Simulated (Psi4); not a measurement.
C$_{2}$H$_{5}$ (SMILES [CH2]C), doublet, geometry from GFN2-xTB. Base run: TPSS/STO-3G run with Psi4 1.11.

Input for Psi4:
```
memory 2 GB

molecule mol {
0 2
  C     0.776639   -0.108025   -0.026089
  C    -0.679178    0.098557    0.005015
  H     1.445869    0.690591    0.226322
  H     1.184905   -1.087008   -0.181906
  H    -1.085918   -0.072996    1.012042
  H    -0.938840    1.121188   -0.267949
  H    -1.190783   -0.594965   -0.662065
}

set basis sto-3g
set reference uks

energy('tpss')
print_variables()
```

Each row names what was changed in the base input (with any setting that the change needs).

```tsv
change	ΔE vs base (µEh)	SCF cycles	grid points	basis functions
base	0.0	8	150996	15
damping_percentage = 50	-5.9	48	150996	15
e_convergence = 1e-8	0.0	8	150996	15
dft_radial_points = 50	-9.3	8	102101	15
e_convergence = 1e-10	0.0	9	150996	15
dft_radial_scheme = becke	-0.1	8	132550	15
df_basis_scf = cc-pvtz-jkfit	545	8	150996	15
scf_type = cd	604	8	150996	15
scf_type = pk	643	8	150996	15
basis_guess = true	0.0	6	150996	15
cholesky_tolerance = 1e-3 (with scf_type cd)	-59.7	8	150996	15
dft_radial_scheme = multiexp	-0.1	8	157742	15
guess = sapgau	0.0	9	150996	15
```

Open shells are given as the SCF converged; they aren't shown to be the lowest states, and a large step between rows can be another state.
